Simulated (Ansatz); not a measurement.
Basis-set extrapolation for `B[NH][AlH][Cl]` (PBE0-D4/def2-TZVP geometry, frozen core, Ansatz 0.2.0). Multiplicity 1, RHF reference.

|  | def2-TZVPP | def2-QZVPP |
| --- | --- | --- |
| HF | -783.067563 | -783.091816 |
| MP2 correlation | -0.581914 | -0.629366 |
| CCSD(T) correlation | -0.649146 | not run |

Energies in hartree. Use E(X) = E(∞) + A·exp(−7.88·√X) for Hartree–Fock and E(X) = E(∞) + B·X^(−2.97) for correlation, with X = 3 and 4, and add CCSD(T) minus MP2 of the smaller set to the MP2 limit.

Q: What is the CCSD(T) energy at the basis-set limit?

A: HF limit: -783.091816 + (-0.024253) × 0.13774 = -783.09516. MP2 limit: -0.629366 + (-0.047452) × 0.74074 = -0.66452. Higher-order term: -0.649146 − (-0.581914) = -0.06723. Total: -783.82691 hartree, 289.3 kJ/mol below CCSD(T)/def2-TZVPP.
